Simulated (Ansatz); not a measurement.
Consider the substitution at a C–O bond: `C[O][GaH][SeH]` + `O[SiH](F)[NH][GeH3]` → `C[N]([GeH3])[SiH](O)F` + `[OH][GaH][SeH]`.

Isolated molecules relaxed with PBE0-D4/def2-TZVP in Ansatz; ΔE leaves out vibrations. CCSD(T)/CBS adds triple-zeta CCSD(T) − MP2 to the extrapolated MP2 energy (def2 sets, frozen cores). Functionals use def2-TZVPP. B3LYP here is the variant with VWN-RPA as its local correlation; programs differ in this. For Ga, Ge, Se outer-core shells are correlated without core-valence functions, which leaves a few kJ/mol of doubt a bond. Scalar relativity is left out up to krypton. One conformer a species, not always the lowest.

| level | ΔE (kJ/mol) | difference from CCSD(T)/CBS |
| --- | --- | --- |
| r2SCAN-D4 | -17.3 | 4.0 |
| PBE0-D4 | -20.3 | 1.0 |
| ωB97X-V | -18.0 | 3.3 |
| PBE | -17.3 | 4.0 |
| r2SCAN | -16.4 | 4.9 |
| PBE0 | -17.4 | 3.9 |
| B3LYP | -11.7 | 9.6 |
| HF/def2-TZVPP | -5.2 | 16.1 |
| SCS-MP2/def2-TZVPP | -20.2 | 1.1 |
| CCSD/def2-TZVPP | -18.5 | 2.8 |
| CCSD(T)/def2-TZVPP | -20.2 | 1.1 |
| HF/def2-QZVPP | -5.0 | 16.3 |
| MP2/def2-QZVPP | -25.1 | -3.8 |
| HF/CBS(def2) | -5.0 | 16.3 |
| MP2/CBS(def2) | -25.7 | -4.4 |
| CCSD/CBS(def2) | -19.6 | 1.7 |
| CCSD(T)/CBS | -21.3 | 0 |

Largest T1 diagnostic among the species: 0.013.

In def2-TZVPP, CCSD(T) changes the Hartree–Fock value by −15.0 kJ/mol (the triples alone add −1.7 kJ/mol) and MP2 by −19.4 kJ/mol. The D4 term adds −5.3 kJ/mol with B3LYP and −2.9 kJ/mol with PBE0; it sums over pairs of atoms, weighted by their polarisabilities, and B3LYP, whose exchange is more repulsive, gets the larger term.
